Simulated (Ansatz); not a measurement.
Ansatz (an electronic-structure program) input for CI2, SMILES [C](I)I (connectivity only; charge and spin as stated), neutral, multiplicity 1, PBE-D3(BJ)/def2-TZVP. 

Ansatz 0.2 input:
```yaml
crystal:
  periodic: [false, false, false]
  atoms:
    - {symbol: C, position_ang: [0.00000000, 0.00000000, -1.10833421]}
    - {symbol: I, position_ang: [0.00000000, 1.75124122, 0.06273590]}
    - {symbol: I, position_ang: [0.00000000, -1.75124122, 0.06273590]}
basis:
  gaussian:
    orbitals: def2-TZVP
hamiltonian:
  xc: pbe
  dispersion: d3bj
relax: {f_tol: 0.002, max_steps: 200}
```

Log of the run:

```
WARN ansatz: RAYON_NUM_THREADS=1 ignored (pool sized by the plan → 1); use --threads N
Functional definition: PBE
integrals: 0.05 GiB planned
914 factors; their error is unknown
mean field: 0.36 GiB planned
mean field evaluation 1: about -17225.8482 eV, gradient 5.9e1 eV
mean field evaluation 2: about -17177.2721 eV, gradient 1.2e2 eV
mean field evaluation 4: about -17233.3891 eV, gradient 2.1e1 eV
mean field evaluation 8: about -17234.5248 eV, gradient 1.3e-1 eV
mean field evaluation 16: about -17234.5111 eV, gradient 1.4e-3 eV
mean field evaluation 32: about -17234.5111 eV, gradient 2.6e-5 eV
mean field -17234.51114723 eV, -633.3566026894 hartree, gradient 2.6e-5 eV, S^2 0.000000; 3 other end points of the search recorded, 0 dependent functions left out
the calculation of the forces begins
reference -17234.51117637 eV, -633.3566037604 hartree; 28, 28 occupied and 103, 103 virtual orbitals, 914 factors
relax step   1: F+E_penalty+E_count = -17234.60580710 eV  Δ(F+E_penalty+E_count) = +0.000e0 eV  max|allowed force component| = 1.227e-1 eV/Å  Δτ_max = 0.0000 Å  (78 SCF iters, accepted)
these checks for a lower state are left out or cut short: starts, cluster_reference, orbital_swaps, neighbouring_geometries, increment
integrals: 0.05 GiB planned
914 factors; their error is unknown
mean field: 0.36 GiB planned
mean field -17234.51192438 eV, -633.3566312491 hartree, gradient 7.8e-6 eV, S^2 0.000000; 0 other end points of the search recorded, 0 dependent functions left out
the calculation of the forces begins
reference -17234.51195353 eV, -633.3566323205 hartree; 28, 28 occupied and 103, 103 virtual orbitals, 914 factors
relax step   2: F+E_penalty+E_count = -17234.60656418 eV  Δ(F+E_penalty+E_count) = -7.571e-4 eV  max|allowed force component| = 1.397e-2 eV/Å  Δτ_max = 0.0083 Å  (32 SCF iters, accepted)
these checks for a lower state are left out or cut short: starts, cluster_reference, orbital_swaps, neighbouring_geometries, increment
integrals: 0.05 GiB planned
914 factors; their error is unknown
mean field: 0.36 GiB planned
mean field -17234.51202406 eV, -633.3566349122 hartree, gradient 8.6e-6 eV, S^2 0.000000; 0 other end points of the search recorded, 0 dependent functions left out
the calculation of the forces begins
reference -17234.51205322 eV, -633.3566359839 hartree; 28, 28 occupied and 103, 103 virtual orbitals, 914 factors
relax step   3: F+E_penalty+E_count = -17234.60657544 eV  Δ(F+E_penalty+E_count) = -1.126e-5 eV  max|allowed force component| = 1.219e-2 eV/Å  Δτ_max = 0.0038 Å  (34 SCF iters, accepted)
these checks for a lower state are left out or cut short: starts, cluster_reference, orbital_swaps, neighbouring_geometries, increment
integrals: 0.05 GiB planned
914 factors; their error is unknown
mean field: 0.36 GiB planned
mean field -17234.51200450 eV, -633.3566341936 hartree, gradient 8.5e-6 eV, S^2 0.000000; 0 other end points of the search recorded, 0 dependent functions left out
the calculation of the forces begins
reference -17234.51203366 eV, -633.3566352652 hartree; 28, 28 occupied and 103, 103 virtual orbitals, 914 factors
relax step   4: F+E_penalty+E_count = -17234.60659556 eV  Δ(F+E_penalty+E_count) = -2.012e-5 eV  max|allowed force component| = 3.819e-5 eV/Å  Δτ_max = 0.0017 Å  (35 SCF iters, accepted)
integrals: 0.05 GiB planned
914 factors; their error is unknown
mean field: 0.36 GiB planned
mean field evaluation 64: about -17234.5251 eV, gradient 5.5e-1 eV
mean field -17234.51200450 eV, -633.3566341936 hartree, gradient 4.5e-5 eV, S^2 0.000000; 4 other end points of the search recorded, 0 dependent functions left out
the calculation of the forces begins
reference -17234.51203366 eV, -633.3566352652 hartree; 28, 28 occupied and 103, 103 virtual orbitals, 914 factors
Total energy: -17234.60662472 eV, -633.3601114225 hartree
Atom 0 at     0.000000    -0.000000    -1.115217 Å, force    -0.000000    -0.000000     0.000004 eV/Å
Atom 1 at    -0.000000     1.753452     0.066177 Å, force     0.000000    -0.000038    -0.000002 eV/Å
Atom 2 at    -0.000000    -1.753452     0.066177 Å, force     0.000000     0.000038    -0.000002 eV/Å
Dipole moment:    -0.000000    -0.000000     0.259147 e Å
```

The run converged.

Cost: roughly 17 core-seconds.
